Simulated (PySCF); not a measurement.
A structure optimised at B3LYP-D3(BJ)/def2-TZVP, used in a PySCF frequency run:

```xyz
5

B     -0.7504    -0.6132     0.0000
Cl     0.1711    -2.1000     0.0000
H     -1.9333    -0.6649     0.0000
Se     0.0392     1.1392     0.0000
H      1.4438     0.6962     0.0000
```

### Question
Write its SMILES, formula and point group.

### Answer
ClB[SeH], BClH2Se, Cs

### Question
What are its rotational constants (standard atomic weights)?

### Answer
38.584, 1.9201, 1.8291 GHz
